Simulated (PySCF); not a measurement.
# Heteronuclear NMR

Numbering as in the mapped SMILES `[CH3:1]/[C:2]([SiH3:3])=[C:4](\[Cl:5])[C:6](=[O:7])[F:8]`; H(Xn) means a hydrogen on atom n.

One computed conformer, isolated molecule, non-relativistic, one averaged value for each set of equivalent atoms. Geometry from GFN2-xTB; PBE0/pcSseg-1 with gauge-including orbitals; PySCF 2.14.0 with density-fitted response routines.

(1) Predict the 19F NMR data.

(2) Where does 29Si resonate?

(3) Predict the 17O NMR data.

Results:

(1) 
```csv
atoms,environment,σ (ppm),δ (ppm)
F8,fluorine bonded to C,147.5,12.9
```

Shieldings were converted by a linear fit to measured shifts: 19F (scatter 6.0 ppm rms, 7.0 ppm with the 5 outliers that the fit left out vs CFCl3, solution or neat liquid, with a term for F on sp3 carbon). A few per cent of atoms miss by over 2 rms, more outside the fitted compound classes.

On a 600 MHz spectrometer 19F resonates near 564.6 MHz, so 1 ppm is 564.6 Hz.

(2) 
| atoms | environment | σ (ppm) | δ (ppm) |
| --- | --- | --- | --- |
| Si3 | silicon bonded to C, 3 H | 420.8 | -65.9 |

Shieldings were converted by a linear fit to measured shifts: 29Si: δ = 279.94 − 0.822σ (rms 8.9 ppm, 72 shifts, 25.8 ppm with the 6 outliers that the fit left out vs TMS, solution or neat liquid). Occasional misses reach two or three times the rms, and more in compound classes unlike the fitted ones.

On a 400 MHz spectrometer 29Si resonates near 79.5 MHz, so 1 ppm is 79.5 Hz.

(3) 
```csv
atoms,environment,σ (ppm),δ (ppm)
O7,carbonyl oxygen,-90.4,349.1
```

Shieldings were converted by a linear fit to measured shifts: 17O: δ = 266.70 − 0.911σ (rms 10.7 ppm, 155 shifts, 12.2 ppm with the 3 outliers that the fit left out vs liquid water, solution or neat liquid). A few per cent of atoms miss by over 2 rms, more outside the fitted compound classes.

On a 600 MHz spectrometer 17O resonates near 81.3 MHz, so 1 ppm is 81.3 Hz.
